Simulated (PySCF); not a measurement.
Compound: C₄H₅ClOSi.
SMILES with atom numbers: `[O:1]=[C:2]1[CH:3]=[CH:4][Si@@H:5]([Cl:6])[CH2:7]1` (hydrogens: H8 on C3; H9 on C4; H10 on Si5; H11, H12 on C7)

The closed-shell ground state was solved at several levels (PySCF, density fitting, gas phase, non-relativistic). Geometry: PBE0-D3(BJ)/def2-SVP, one conformer, isolated molecule.

| level | basis functions | HOMO (eV) | LUMO (eV) | gap (eV) | dipole (D) |
| --- | --- | --- | --- | --- | --- |
| PBE0/6-31G* | 116 | -7.31 | -1.89 | 5.42 | 1.63 |
| PBE0/def2-SVP | 131 | -7.41 | -2.02 | 5.39 | 1.75 |
| BP86/pcSseg-1 | 158 | -6.11 | -3.23 | 2.88 | 1.70 |
| PBE/pcSseg-1 | 158 | -5.99 | -3.13 | 2.86 | 1.67 |
| PBE0/cc-pVTZ | 288 | -7.47 | -2.08 | 5.39 | 1.86 |
| KT3/pcSseg-1 | 158 | -6.14 | -3.05 | 3.09 | 1.69 |
| PBE0/def2-TZVP | 259 | -7.51 | -2.12 | 5.39 | 1.96 |
| KT2/pcSseg-1 | 158 | -6.18 | -3.10 | 3.08 | 1.70 |
| LDA/pcSseg-1 | 158 | -6.17 | -3.38 | 2.79 | 1.74 |
| PBE0/6-31G | 81 | -7.50 | -2.07 | 5.43 | 1.84 |
| PBE0/IGLO-III | 313 | -7.52 | -2.13 | 5.39 | 2.09 |
| PBE0/pcSseg-1 | 158 | -7.59 | -2.18 | 5.41 | 1.82 |

**Question.** Estimate the row for HF/pcSseg-1, a basis of 158 functions; the other rows only guide the guess.

**Answer.** HOMO -11.09 eV, LUMO 1.73 eV, gap 12.82 eV, dipole 2.24 D.

**Question.** Over all these levels, which gives the widest orbital gap and which the narrowest?

**Answer.** HF/pcSseg-1 (Hartree–Fock, all exact exchange) has the widest, 12.82 eV, and LDA/pcSseg-1 (LDA) the narrowest, 2.79 eV. The two share the basis. From the narrowest to the widest the HOMO moves by -4.92 eV and the LUMO by +5.11 eV.

**Question.** How much does the basis alone move the frontier levels among the 7 PBE0 rows?

**Answer.** The HOMO by 0.28 eV and the LUMO by 0.29 eV. By rising basis size (HOMO, LUMO in eV): 6-31G -7.50, -2.07; 6-31G* -7.31, -1.89; def2-SVP -7.41, -2.02; pcSseg-1 -7.59, -2.18; def2-TZVP -7.51, -2.12; cc-pVTZ -7.47, -2.08; IGLO-III -7.52, -2.13.

**Question.** In the pcSseg-1 basis, how does the gap go with the fixed share of exact exchange?

**Answer.** LDA (0 %) 2.79 eV; PBE (0 %) 2.86 eV; BP86 (0 %) 2.88 eV; KT2 (0 %) 3.08 eV; KT3 (0 %) 3.09 eV; PBE0 (25 %) 5.41 eV; HF (100 %) 12.82 eV. Each rise in the share widens the gap here.

**Question.** How far do the dipole and the HOMO energy spread over the levels?

**Answer.** The dipole runs from 1.63 to 2.24 D (mean 1.82 D) and the HOMO from -11.09 to -5.99 eV.
